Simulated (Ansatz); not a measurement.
CH3BFN can be A, `BC(=N)F`, or B, `FB1CN1`.

Calculated with Ansatz (gas phase, PBE0-D4/def2-TZVP geometries, no zero-point term in ΔE). CCSD(T)/CBS is the MP2 limit (def2-TZVPP, def2-QZVPP) plus CCSD(T) − MP2 in def2-TZVPP, frozen cores. Functionals use def2-TZVPP. B3LYP here is the variant with VWN-RPA as its local correlation; programs differ in this. One conformer a species, not always the lowest.

A:

```xyz
7

B    -0.291    0.918    0.166
C    -0.137   -0.635    0.136
N     0.739   -1.282   -0.489
F    -0.923   -1.327    0.973
H    -0.497    1.472    1.199
H    -0.120    1.527   -0.845
H     1.229   -0.673   -1.140
```

B:

```xyz
7

F     1.596   -1.012    1.206
B     0.654   -0.393    0.530
C    -0.230   -0.166   -0.712
N    -0.249    0.600    0.574
H    -1.107   -0.779   -0.917
H     0.130    0.377   -1.586
H    -0.794    1.373    0.905
```

(1) Which is lower in electronic energy at CCSD(T)/CBS, and by how much? (Best estimate.)

(2) Give E(B) − E(A) in kJ/mol with CCSD/def2-TZVPP, r2SCAN-D4, PBE-D4, CCSD(T)/def2-TZVPP, ωB97M-V, B2PLYP, B3LYP. (Estimate.)

(3) Does the order hold for the free energy at 298.15 K (harmonic terms from PBE0-D4)? (Best estimate.)

Largest T1 diagnostic: 0.014.

## Answers

(1) Computed: B, by 201.3 kJ/mol.

(2) Ansatz gave: CCSD/def2-TZVPP -197.6, r2SCAN-D4 -201.5, PBE-D4 -200.6, CCSD(T)/def2-TZVPP -195.7, ωB97M-V -203.4, B2PLYP -196.9, B3LYP -193.0. None reverses the order clearly.

(3) Computed: Yes: G(B) − G(A) = -189.9 kJ/mol, for one conformer each.

From PBE to PBE0 (25 % exact exchange), in def2-TZVPP and without D4, E(B) − E(A) moves by −9.9 kJ/mol. At CCSD(T), def2-SVP lies −9.9 kJ/mol from the extrapolated value and def2-TZVPP +5.5 kJ/mol.
